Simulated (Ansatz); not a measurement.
Geometry optimisation, DFT PBE, scalar-relativistic, plane waves, PAW in Ansatz.

The input (input.yaml):

```yaml
crystal:
  lattice:
    - [4.58, 0.0, 0.0]
    - [2.29, 3.966396, 0.0]
    - [0.0, 0.0, 16.58843]
  atoms:
    - { symbol: Be, position: [0.0, 0.0, 0.060283] }
    - { symbol: Be, position: [0.5, 0.0, 0.060283] }
    - { symbol: Be, position: [0.0, 0.5, 0.060283] }
    - { symbol: Be, position: [0.5, 0.5, 0.060283] }
    - { symbol: Be, position: [-0.1666667, 0.3333333, 0.1684436] }
    - { symbol: Be, position: [0.3333333, 0.3333333, 0.1684436] }
    - { symbol: Be, position: [-0.1666667, 0.8333333, 0.1684436] }
    - { symbol: Be, position: [0.3333333, 0.8333333, 0.1684436] }
    - { symbol: Be, position: [0.0, 0.0, 0.2766042] }
    - { symbol: Be, position: [0.5, 0.0, 0.2766042] }
    - { symbol: Be, position: [0.0, 0.5, 0.2766042] }
    - { symbol: Be, position: [0.5, 0.5, 0.2766042] }
    - { symbol: "N", position: [0.5143885, 0.5094042, 0.3790853] }
    - { symbol: H, position: [0.6351895, 0.5888816, 0.4152551] }
    - { symbol: H, position: [0.3935875, 0.4299267, 0.4152551] }
basis:
  ecutwfc: 420.0
kpoints:
  mp_grid: { grid: [6, 6, 1] }
hamiltonian:
  xc: pbe
scf:
  occupations: { method: gaussian, width: 0.05 }
  lower_state_search: "off"
relax:
  f_tol: 0.03
  max_steps: 60
  adjacent_minimum: "off"
  constraints: [{ sites: [0, 1, 2, 3] }]
output:
  write_density: true
  write_potential: true
  elf: true
  volumetric_format: npy
```

Command:

```bash
$ ansatz run input.yaml --threads 1 --pin off --max-ram 3072MiB --backend cpu --events-out ev --progress --plain --runs-dir out
```

Problem. Where does it end, and by what steps?

Solution. The forces met the threshold. The force dipped under the threshold on the way, but the program's further checks kept it going. Limits of this set-up: coarse k mesh, thin slab, slab without dipole correction, odd electron count without spin. After 13 steps the energy has fallen by 1.296 eV; H15 moved furthest, 1.23 Å. Joined: Be9–N13.

| step | energy less start (eV) | largest force component (eV/Å) | accepted |
| --- | --- | --- | --- |
| 0 | 0.0000 | 1.652 | yes |
| 1 | -0.2056 | 1.127 | yes |
| 2 | -0.2865 | 0.354 | yes |
| 3 | -0.3067 | 0.299 | yes |
| 4 | -0.3436 | 0.257 | yes |
| 5 | -0.4003 | 0.418 | yes |
| 6 | -0.4910 | 0.500 | yes |
| 7 | -0.6601 | 0.675 | yes |
| 8 | -0.9487 | 0.868 | yes |
| 9 | -1.1956 | 0.778 | yes |
| 10 | -1.2503 | 1.194 | yes |
| 11 | -1.2898 | 0.222 | yes |
| 12 | -1.2965 | 0.018 | yes |
| 13 | -1.2965 | 0.018 | yes |

```xyz
15
Lattice="4.5800 0.0000 0.0000 2.2900 3.9664 0.0000 0.0000 0.0000 16.5884" Properties=species:S:1:pos:R:3
Be 0.000 0.000 1.000
Be 2.290 0.000 1.000
Be 1.145 1.983 1.000
Be 3.435 1.983 1.000
Be 0.016 1.335 2.890
Be 2.316 1.294 2.825
Be 1.132 3.349 2.826
Be 3.406 3.289 2.799
Be -0.003 -0.020 4.958
Be 2.222 -0.034 4.505
Be 1.268 2.060 4.502
Be 3.410 1.999 4.956
N 4.057 1.026 6.207
H 4.795 1.450 6.769
H 3.369 0.628 6.846
```

Run time: 51 s on 1 thread of AMD EPYC 9R45 96-Core Processor (Zen 5) (shared host), peak memory 0.6 GiB.
